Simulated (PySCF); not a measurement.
Cl₂FH₅Si₃, SMILES F[SiH2][SiH2][SiH](Cl)Cl. Atoms are numbered in the order given.

```xyz
11

Si     2.4645     0.0932    -0.1325
F      3.8265    -0.8301    -0.1461
Si     0.5610    -1.2847     0.0437
Si    -1.2367     0.1249    -0.4919
Cl    -3.0264    -0.5462     0.3251
Cl    -0.7355     1.9810     0.3362
H      2.5366     1.0303     1.0374
H      2.4134     0.8712    -1.4178
H      0.6104    -2.4500    -0.9081
H      0.3669    -1.7820     1.4502
H     -1.4580     0.3418    -1.9592
```

Geometry: PBE-D3(BJ)/def2-SVP. This is a generated structure with no PubChem entry under its InChIKey; it may be hypothetical. One conformer was computed; it need not be the lowest.

Method: PBE-D3(BJ)/def2-SVP (PySCF).

Frequencies are harmonic and unscaled.

**Question.** List the normal modes with their intensities. (Estimate from the structure and the level; the computed values follow.)

**Answer.** 
```json
[
 {"mode": "1", "ν (cm⁻¹)": "26", "IR (km/mol)": "0.3", "moving atoms (share of kinetic energy)": "Si 47 %, Cl 30 %, H 15 %, F 8 %"},
 {"mode": "2", "ν (cm⁻¹)": "41", "IR (km/mol)": "1.6", "moving atoms (share of kinetic energy)": "Cl 31 %, Si 31 %, F 30 %"},
 {"mode": "3", "ν (cm⁻¹)": "66", "IR (km/mol)": "1.5", "moving atoms (share of kinetic energy)": "F 32 %, Si 29 %, Cl 23 %, H 16 %"},
 {"mode": "4", "ν (cm⁻¹)": "122", "IR (km/mol)": "1.6", "moving atoms (share of kinetic energy)": "Si 51 %, Cl 30 %, F 10 %, H 9 %"},
 {"mode": "5", "ν (cm⁻¹)": "125", "IR (km/mol)": "3.2", "moving atoms (share of kinetic energy)": "Cl 48 %, Si 29 %, F 16 %"},
 {"mode": "6", "ν (cm⁻¹)": "179", "IR (km/mol)": "4.6", "moving atoms (share of kinetic energy)": "Si 45 %, F 33 %, H 15 %"},
 {"mode": "7", "ν (cm⁻¹)": "181", "IR (km/mol)": "2.6", "moving atoms (share of kinetic energy)": "Cl 65 %, Si 26 %"},
 {"mode": "8", "ν (cm⁻¹)": "325", "IR (km/mol)": "11.1", "moving atoms (share of kinetic energy)": "H 87 %, Si 11 %"},
 {"mode": "9", "ν (cm⁻¹)": "390", "IR (km/mol)": "8.8", "moving atoms (share of kinetic energy)": "Si 62 %, H 19 %, Cl 18 %"},
 {"mode": "10", "ν (cm⁻¹)": "433", "IR (km/mol)": "2.6", "moving atoms (share of kinetic energy)": "Si 87 %, H 10 %"},
 {"mode": "11", "ν (cm⁻¹)": "490", "IR (km/mol)": "16.9", "moving atoms (share of kinetic energy)": "H 65 %, Si 34 %"},
 {"mode": "12", "ν (cm⁻¹)": "518", "IR (km/mol)": "63.7", "moving atoms (share of kinetic energy)": "Si 56 %, Cl 35 %, H 9 %"},
 {"mode": "13", "ν (cm⁻¹)": "561", "IR (km/mol)": "127.3", "moving atoms (share of kinetic energy)": "Si 55 %, Cl 38 %"},
 {"mode": "14", "ν (cm⁻¹)": "619", "IR (km/mol)": "163.3", "moving atoms (share of kinetic energy)": "H 83 %, Si 15 %"},
 {"mode": "15", "ν (cm⁻¹)": "629", "IR (km/mol)": "7.7", "moving atoms (share of kinetic energy)": "H 87 %, Si 12 %"},
 {"mode": "16", "ν (cm⁻¹)": "722", "IR (km/mol)": "15.6", "moving atoms (share of kinetic energy)": "H 93 %"},
 {"mode": "17", "ν (cm⁻¹)": "747", "IR (km/mol)": "74.9", "moving atoms (share of kinetic energy)": "H 89 %, Si 10 %"},
 {"mode": "18", "ν (cm⁻¹)": "765", "IR (km/mol)": "47.7", "moving atoms (share of kinetic energy)": "H 91 %, Si 9 %"},
 {"mode": "19", "ν (cm⁻¹)": "824", "IR (km/mol)": "30.9", "moving atoms (share of kinetic energy)": "H 47 %, F 40 %, Si 13 %"},
 {"mode": "20", "ν (cm⁻¹)": "850", "IR (km/mol)": "184.4", "moving atoms (share of kinetic energy)": "H 77 %, Si 14 %, F 9 %"},
 {"mode": "21", "ν (cm⁻¹)": "882", "IR (km/mol)": "93.7", "moving atoms (share of kinetic energy)": "H 85 %, Si 11 %"},
 {"mode": "22", "ν (cm⁻¹)": "912", "IR (km/mol)": "125.2", "moving atoms (share of kinetic energy)": "H 72 %, Si 20 %, F 9 %"},
 {"mode": "23", "ν (cm⁻¹)": "2152", "IR (km/mol)": "52.0", "moving atoms (share of kinetic energy)": "H 98 %"},
 {"mode": "24", "ν (cm⁻¹)": "2164", "IR (km/mol)": "48.8", "moving atoms (share of kinetic energy)": "H 97 %"},
 {"mode": "25", "ν (cm⁻¹)": "2168", "IR (km/mol)": "10.1", "moving atoms (share of kinetic energy)": "H 96 %"},
 {"mode": "26", "ν (cm⁻¹)": "2177", "IR (km/mol)": "80.8", "moving atoms (share of kinetic energy)": "H 96 %"},
 {"mode": "27", "ν (cm⁻¹)": "2187", "IR (km/mol)": "128.0", "moving atoms (share of kinetic energy)": "H 96 %"}
]
```
